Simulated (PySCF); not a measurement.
Isomers C3H9F3OSi2:

A. SMILES C[C@H](O[SiH2][SiH3])C(F)(F)F
B. SMILES [SiH2](O[SiH](C)C)C(F)(F)F
C. SMILES FC(F)(F)[SiH2]OCC[SiH3]

Spectrum 1. 1H NMR (300 MHz, computed): δ 5.55 (m, 1H), 5.31 (m, 1H), 3.89 (m, 1H), 3.42 (m, 3H), 1.46 (d, 3H). 13C{1H} NMR (computed): δ 134.7 (C), 75.5 (CH), 19.8 (CH3).

Spectrum 2. 1H NMR (300 MHz, computed): δ 4.89 (m, 2H), 4.11 (t, 2H), 3.79 (t, 3H), 1.39 (m, 2H). 13C{1H} NMR (computed): δ 138.6 (C), 67.3 (CH2), 16.3 (CH2).

Spectrum 3. 1H NMR (300 MHz, computed): δ 5.38 (sept, 1H), 4.97 (m, 2H), 0.40 (d, 6H). 13C{1H} NMR (computed): δ 138.5 (C), 1.6 (CH3).

PySCF calculation with σ from GIAO-PBE0/pcSseg-1 and GFN2-xTB structure; one averaged value for each set of equivalent atoms, no solvent model, one computed conformer, non-relativistic Hamiltonian.

Referencing at the same level of theory: 1H (31.72 ppm) and 13C (186.93 ppm) vs TMS. Splittings of carbon signals by F and P are missing where no couplings were computed. Where no couplings were computed, multiplicities follow the n + 1 count of equivalent neighbours, and m marks all less simple cases (inequivalent or close neighbours, rings, F or P nearby). Shifts are as computed. Against solution values, carbons near 30 ppm lie about +3 ppm off and those near 130 ppm about +5 ppm. Of 1309 compounds with measured shifts, 239 miss one by over three times the rms of a fit or turn the order of signals round; such compounds aren't used in these exercises.

Match each spectrum to its structure.

## Answers

1–A, 2–C, 3–B.

- Spectrum 1 (A): 3 13C signals; δC 134.7 is a CF3 carbon; δC 75.5 is an sp3 CH bonded to O.
- Spectrum 2 (C): 3 13C signals; δC 138.6 is a CF3 carbon; δC 67.3 is an sp3 CH2 bonded to O.
- Spectrum 3 (B): 2 13C signals; δC 138.5 is a CF3 carbon; δC 1.6 is a methyl carbon bonded to Si.
